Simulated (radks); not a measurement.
Values are calculated unless marked as measured or tabulated.
Spin polarisation of the 4f13 shell in Tm+. Start: [Xe] 4f(up 6.5, down 6.5) 6s(up 0.5, down 0.5); electrons of 4f are moved from spin down to spin up, other shells keep equal spins. Code: a radial shooting solver on a logarithmic mesh with Libxc functionals. Model: scalar-relativistic Kohn-Sham, r2SCAN, spin-polarised, spherical densities, finite nucleus; meta-GGA in the generalised Kohn-Sham scheme; Fermi nuclear charge, rms radius of each element as measured or else 0.836 A^(1/3) + 0.57 fm.

| moment (Bohr magnetons) | E - E(0) (eV) | e(4f up) (eV) | e(4f down) (eV) | 6s down minus up (eV) | 5p down minus up (eV) | 5s down minus up (eV) |
|---|---|---|---|---|---|---|
| 0 | 0.000 | -9.663 | -9.663 | 0.000 | 0.000 | 0.000 |
| 0.25 | -0.016 | -9.792 | -9.533 | 0.011 | 0.084 | 0.130 |
| 0.5 | -0.065 | -9.919 | -9.401 | 0.023 | 0.167 | 0.260 |
| 0.75 | -0.146 | -10.045 | -9.267 | 0.034 | 0.251 | 0.390 |
| 1 | -0.259 | -10.169 | -9.132 | 0.046 | 0.334 | 0.520 |

At moment 1 the spin-polarisation energy is -0.259 eV and the 4f exchange splitting 1.037 eV, that is 1.037 eV per Bohr magneton; E = -I m^2/4 would give I = 1.037 eV.
